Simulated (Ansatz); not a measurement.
Cost and result for the atomization energy of `C[O][SnH]([Cl])[O]C` (13 atoms, 12 bonds).

```xyz
13

C     2.019   -0.882   -0.882
O     1.062   -0.765    0.147
Sn    0.343    0.948    0.723
Cl    0.211    2.255   -1.197
O    -1.447    0.554    1.348
C    -2.362   -0.122    0.509
H     3.011   -0.541   -0.561
H     1.737   -0.324   -1.782
H     2.094   -1.940   -1.147
H     1.204    1.729    1.953
H    -2.608    0.465   -0.383
H    -1.984   -1.100    0.191
H    -3.280   -0.276    1.080
```

The species carries charge 0 and has multiplicity 1. Correlated methods include outer-core shells of Sn, which these sets cover unevenly. Sn: def2 effective core potential. The structure was optimised at the PBE0-D4/def2-TZVP level. It is one conformer, not always the lowest. Program: Ansatz. All runs use 2 threads of an AMD EPYC 7R13 on a shared host and a share of an NVIDIA H100 80 GB. Times are those of one run each, without the atoms' runs, and a repeat can differ threefold. Electronic energies, without spin–orbit coupling; frozen cores. CCSD(T)/CBS adds CCSD(T) − MP2 in def2-TZVPP to the MP2 limit, and its time is that of the two runs behind it. T1 = 0.013. With those shells the extrapolation isn't a true limit. B3LYP takes the VWN-RPA correlation (the form of Gaussian; ORCA's B3LYP/G).

CCSD(T)/CBS is a level of theory with its own doubt, some kJ/mol a heavy atom from the limit and from the frozen cores, so smaller differences don't rank the functionals.

```
                             level  functions  wall time  atomization (kJ/mol)  difference from CCSD(T)/CBS  per bond
   PBE-D4/def2-TZVPP (with forces)        314      3.2 s                4623.5                         52.4       4.4
                PBE0-D4/def2-TZVPP        314      4.2 s                4520.8                        -50.3      -4.2
r2SCAN-D4/def2-TZVPP (with forces)        314      4.2 s                4547.7                        -23.4      -2.0
                 B2PLYP/def2-TZVPP        314      4.5 s                4475.2                        -95.9      -8.0
  ωB97M-V/def2-TZVPP (with forces)        314      5.5 s                4544.1                        -27.0      -2.2
                ωB97X-V/def2-TZVPP        314        6 s                4559.9                        -11.2      -0.9
 B3LYP-D4/def2-TZVPP (with forces)        314        6 s                4518.5                        -52.6      -4.4
                    MP2/def2-QZVPP        590      7.5 s                4585.9                         14.8       1.2
                CCSD(T)/def2-TZVPP        314       14 s                4428.8                       -142.3     -11.9
                 CCSD(T)/CBS(def2)          –       21 s                4571.1                          0.0       0.0
```

In def2-TZVPP, CCSD(T) changes the Hartree–Fock value by +1237.3 kJ/mol (the triples alone add +78.3 kJ/mol) and MP2 by +1308.8 kJ/mol; breaking electron pairs costs correlation energy, which Hartree–Fock lacks. The D4 term adds +48.1 kJ/mol with B3LYP and +25.8 kJ/mol with PBE0; it sums over pairs of atoms, weighted by their polarisabilities, and B3LYP, whose exchange is more repulsive, gets the larger term. From PBE to PBE0 (25 % exact exchange), in def2-TZVPP and without D4, the atomization energy moves by −98.6 kJ/mol: exact exchange takes away binding that semilocal exchange gives to molecules.

Spin–orbit coupling would lower the free Sn atoms strongly, and the atomization energy with them, by more than many differences here. For some Ge, Se and Sn compounds the MP2-based and the directly extrapolated limit differ by 10 to 25 kJ/mol.
